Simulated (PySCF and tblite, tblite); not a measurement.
One step of a conformer study of C₆H₅FO, numbered as in [CH:1]#[C:2]/[CH:3]=[CH:4]/[O:5]/[CH:6]=[CH:7]/[F:8]: tblite, GFN2-xTB geometry optimisation, gas phase; conformer with 180°, 180°.

Torsions listed: C3–C4–O5–C6, C4–O5–C6–C7. Of a mirror pair one member is shown.

Input:

```
{"job": {"xc": "GFN2-xTB", "basis": "xTB", "kind": "relax"}, "charge": 0, "multiplicity": 1}
C      3.830300    -0.048400    -0.960100
C      2.743900    -0.377300    -0.548500
C      1.491800    -0.788400    -0.036400
C      0.402500     0.001400    -0.169000
O     -0.824200    -0.393500     0.328100
C     -1.900600     0.446900     0.166200
C     -3.107300     0.132900     0.609800
F     -4.148200     0.965600     0.463700
H      4.779200     0.248700    -1.330700
H      1.401800    -1.752100     0.453300
H      0.428300     0.961700    -0.640700
H     -1.705600     1.380600    -0.331500
H     -3.396200    -0.777500     1.133600
```

Launched as:

```sh
OMP_NUM_THREADS=1 python ens_run.py task.json out
```

Output (atoms count from 0 there):

```
step      E/eV     max force
  0    -654.77443    1.165
  1    -654.79966    0.772
  2    -654.80783    0.929
  3    -654.81264    0.608
  4    -654.82089    0.233
  5    -654.82556    0.150
  6    -654.82708    0.140
  7    -654.82850    0.116
  8    -654.82979    0.073
  9    -654.83019    0.043
 10    -654.83030    0.042
 11    -654.83043    0.039
 12    -654.83043    0.039
 13    -654.83047    0.038
 14    -654.83057    0.051
 15    -654.83063    0.037
 16    -654.83067    0.018
 17    -654.83073    0.027
 18    -654.83078    0.027
 19    -654.83081    0.022
 20    -654.83083    0.009
 21    -654.83083    0.006
 22    -654.83084    0.009
 23    -654.83085    0.012
 24    -654.83086    0.011
 25    -654.83087    0.008
 26    -654.83087    0.007
 27    -654.83088    0.010
 28    -654.83090    0.013
 29    -654.83092    0.018
 30    -654.83095    0.015
 31    -654.83096    0.010
 32    -654.83097    0.010
 33    -654.83098    0.011
 34    -654.83099    0.011
 35    -654.83100    0.006
 36    -654.83100    0.005
 37    -654.83101    0.006
 38    -654.83101    0.008
 39    -654.83102    0.009
 40    -654.83102    0.008
 41    -654.83103    0.009
 42    -654.83104    0.010
 43    -654.83105    0.010
 44    -654.83105    0.007
 45    -654.83106    0.004
 46    -654.83106    0.004
```
